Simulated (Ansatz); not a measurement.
The first iterations of a band of CH3NOSe (7 atoms, charge 0, multiplicity 1).

The calculation used RKS B3LYP-D4/def2-SVP in Ansatz 0.2.0.

* movable images: 9
* climbing image: yes
* spring: 5.0 eV/Å²
* optimiser: quadratic models (default)
* start path: through a guess of the saddle point
* force threshold: 0.5 eV/Å
* iteration limit: 40
* end points: relaxed

Initial state:

```xyz
7
Properties=species:S:1:pos:R:3
N -0.729 0.683 0.621
C 0.256 -0.164 0.227
O 1.068 -0.676 0.951
Se 0.212 -0.476 -1.736
H -1.387 1.093 -0.027
H -0.794 0.913 1.607
H 1.374 -1.373 -1.642
```

Final state:

```xyz
7
Properties=species:S:1:pos:R:3
N -0.727 0.686 0.620
C 0.258 -0.161 0.227
O 1.070 -0.674 0.950
Se 0.214 -0.473 -1.736
H -0.794 0.912 1.607
H -1.391 1.089 -0.026
H 1.370 -1.378 -1.641
```

| iteration | highest image above the first end (eV) | largest band force component (eV/Å) |
| --- | --- | --- |
| 1 | 8.909 | 35.831 |
| 2 | 3.849 | 13.496 |

Does the band converge within its limit, and where does its top end?

The forces met the threshold. It ended after 7 iterations with the highest image 0.832 eV above the first end. The threshold of 0.5 eV/Å is loose, so the images may lie well off the minimum-energy path. The order of the stationary point at the top wasn't checked.

Run time: 4.1 min on 1 thread of Arm Neoverse V2 (shared host), peak memory 0.18 GiB.
